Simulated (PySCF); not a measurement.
## A small calculation by hand: oscillator strength and radiative lifetime

BFH2S, SMILES FBS.

Geometry optimised at B3LYP-D3(BJ)/def2-TZVP. The values are those of a single conformer.

TDDFT-ωB97X/def2-SVPD (PySCF 2.14.0) puts the first singlet state with f over 0.02 at 6.94 eV (vertical), with the transition dipole (0.361, 0.845, 0.000) in atomic units.

Q: Find the oscillator strength, the wavelength and the radiative lifetime that this transition would have in vacuum if emission retraced absorption.

A: 
|μ|² = 0.8443 au, so |μ| = 2.34 D. ΔE = 6.94/27.211 = 0.2550 hartree. f = (2/3) ΔE |μ|² = 0.144 (the program prints 0.143).
λ = 1239.84/6.94 = 179 nm; ν = 55975 cm⁻¹.
Einstein's coefficient A = 0.6670 ν² f s⁻¹ (ν in cm⁻¹) = 3.0e8 s⁻¹, so τ = 1/A = 3.3 ns. This state is S2; the lower singlet has f = 0.004. The figure is the radiative limit of this one transition; relaxation, internal conversion, crossing to triplets and a medium change what is measured.
